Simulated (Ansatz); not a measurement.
`C#CCCCCc1ccc(-c2ccccc2)cc1`, relaxed as a singlet with RKS PBE-D4/def2-SVP in Ansatz, starting from the GFN2-xTB geometry. Force threshold 0.03 eV/Å.

Start:

Cartesian coordinates in Å:
```
C -1.882 1.317 5.493
C -0.782 1.187 5.042
C 0.545 1.047 4.477
C 0.588 1.527 3.022
C 2.000 1.437 2.450
C 2.082 1.974 1.016
C 1.316 1.109 0.057
C 1.861 -0.086 -0.400
C 1.165 -0.894 -1.277
C -0.107 -0.536 -1.717
C -0.832 -1.381 -2.677
C -0.162 -1.920 -3.773
C -0.834 -2.694 -4.699
C -2.185 -2.952 -4.540
C -2.860 -2.430 -3.450
C -2.190 -1.647 -2.526
C -0.660 0.652 -1.247
C 0.045 1.461 -0.377
H -2.843 1.423 5.900
H 0.845 -0.003 4.532
H 1.246 1.634 5.078
H -0.092 0.921 2.418
H 0.241 2.562 2.980
H 2.683 2.011 3.081
H 2.329 0.395 2.459
H 1.692 2.994 0.991
H 3.131 2.004 0.711
H 2.847 -0.382 -0.071
H 1.604 -1.821 -1.618
H 0.889 -1.709 -3.908
H -0.301 -3.096 -5.549
H -2.709 -3.557 -5.264
H -3.913 -2.635 -3.320
H -2.720 -1.251 -1.672
H -1.640 0.954 -1.588
H -0.398 2.386 -0.034
```

```
step  energy (eV)  largest force component (eV/Å)  SCF passes
   1  -18920.4028                           2.004          24
   2  -18920.7054                           0.282          23
   3  -18920.7306                           0.071          22
   4  -18920.7327                           0.027          23
   5  -18920.7344                           0.052          22
   6  -18920.7356                           0.035          21
   7  -18920.7359                           0.020          23
```

Force components are those of the run's own axes.

End:

Cartesian coordinates in Å:
```
C -1.9385 1.2009 5.5820
C -0.8133 1.1220 5.1097
C 0.5203 1.0456 4.5200
C 0.5893 1.5617 3.0695
C 2.0033 1.4955 2.4910
C 2.1164 2.0033 1.0393
C 1.3648 1.1545 0.0398
C 1.9360 -0.0264 -0.4770
C 1.2340 -0.8432 -1.3702
C -0.0766 -0.5144 -1.7842
C -0.8227 -1.3773 -2.7330
C -0.1578 -2.0518 -3.7831
C -0.8639 -2.8653 -4.6794
C -2.2524 -3.0263 -4.5458
C -2.9276 -2.3633 -3.5082
C -2.2213 -1.5485 -2.6135
C -0.6484 0.6689 -1.2666
C 0.0589 1.4844 -0.3749
H -2.9304 1.2660 6.0056
H 0.8761 -0.0089 4.5542
H 1.2326 1.6203 5.1545
H -0.1103 0.9705 2.4417
H 0.2176 2.6091 3.0400
H 2.6912 2.0913 3.1311
H 2.3736 0.4469 2.5375
H 1.7466 3.0500 0.9908
H 3.1901 2.0352 0.7585
H 2.9540 -0.3139 -0.1673
H 1.7003 -1.7698 -1.7383
H 0.9261 -1.9113 -3.9137
H -0.3254 -3.3738 -5.4943
H -2.8070 -3.6653 -5.2496
H -4.0150 -2.4884 -3.3885
H -2.7559 -1.0564 -1.7866
H -1.6559 0.9694 -1.5916
H -0.4086 2.4087 0.0003
```

By distances, no bond broke or formed. The bond that changes most is C1–H19, from 1.05 to 1.08 Å (atoms count from 1).

The force fell under the threshold at step 4, but the optimiser went on and released 0.003 eV more. No frequencies were taken in this run, so the end may be a saddle point.

It took 42 s on 2 threads of AMD EPYC 7R13 on a shared host and a share (18 GiB) of an NVIDIA H100 80GB HBM3, peak host memory 1 GiB.
